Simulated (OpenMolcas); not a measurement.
**Exact exchange and the vertical ionisation energy of GeH2ClF**

GeH2ClF has 5 atoms, charge 0, and is taken as a singlet. As SMILES, `[F][GeH2][Cl]`. Geometry: relaxed at PBE0-D4/def2-TZVP.

The vertical ionisation energy (to the doublet cation) y, in eV, basis aug-cc-pVDZ; a is the functional's share of exact exchange. Programs: OpenMolcas 26.06.

| functional | program | a | y (eV) |
| --- | --- | --- | --- |
| TPSS | OpenMolcas | 0 | 11.29 |
| BLYP | OpenMolcas | 0 | 11.08 |
| B3LYP | OpenMolcas | 0.2 | 11.60 |
| PBE0 | OpenMolcas | 0.25 | ? |
| BHLYP | OpenMolcas | 0.5 | 11.81 |

Fit y = c + s·a to the known rows and predict PBE0.


1. Means of the 4 rows: a = 0.1750, y = 11.445.
2. Σ(Δa)² = 0.1675, Σ(Δa·Δy) = 0.2135, so the slope is 0.2135/0.1675 = 1.2746.
3. Intercept: 11.445 − (1.2746) × 0.1750 = 11.222. The largest residual of the fit is 0.14.
4. PBE0: 11.222 + (1.2746) × 0.25 = 11.54 eV.

The run gave 11.64 eV, so the prediction is off by -0.10 eV, within the largest residual. The rows mix families of semi-local functionals, which the line can't see.
